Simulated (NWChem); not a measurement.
# GeHCl3; SMILES [Cl][GeH]([Cl])[Cl]

```xyz
5

Ge     0.0000     0.0000     0.4352
Cl    -0.4895     1.9411    -0.3128
Cl     1.9258    -0.5466    -0.3128
Cl    -1.4363    -1.3945    -0.3128
H      0.0000     0.0000     1.9616
```
Atoms are numbered in this order, from 1.

Computed with NWChem. Pople sets run with spherical d functions. STO-3G and 3-21G are far too small for this property and stand as cheap habits. Coordinates come from a PBE0/def2-SVP optimisation. Field at 589 nm.

| level | isotropic polarisability (bohr³) | anisotropy (bohr³) |
|---|---|---|
| B3LYP/STO-3G | 25.9 | 16.4 |
| B3LYP/6-31G* | 55.6 | 17.5 |
| B3LYP/def2-SVP | 52.4 | 14.4 |
| B3LYP/def2-SVPD | 74.1 | 16.9 |
| B3LYP/aug-cc-pVDZ | 73.3 | 17.3 |
